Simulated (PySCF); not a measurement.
**Excitation energy of Se²⁺ by level of theory**

Se²⁺ [Ar] 3d10 4s2 4p2 (3P) → Se²⁺ [Ar] 3d10 4s1 4p3, s spin flipped, as a difference of total energies. Calculation: PySCF 2.14, in x2c-TZVPPall (6s5p4d1f, 48 functions); scalar relativity by spin-free X2C-1e. Correlated levels: valence: [Ar] 3d10 frozen. The calculations carry no spin-orbit coupling.

```tsv
method	excitation energy (eV)
UHF	15.268
MP2 (valence)	13.491
SCS-MP2 (valence)	13.333
```

Problem. How much does correlation contribute at MP2 (valence)?

Solution. 13.491 − (15.268) = -1.777 eV, measured against UHF.

The upper determinant mixes two multiplicities, so it lies between the two terms.

The coupled-cluster amplitudes are large for the upper state (T1 above 0.03 or a double amplitude above 0.15), so a single reference is strained.
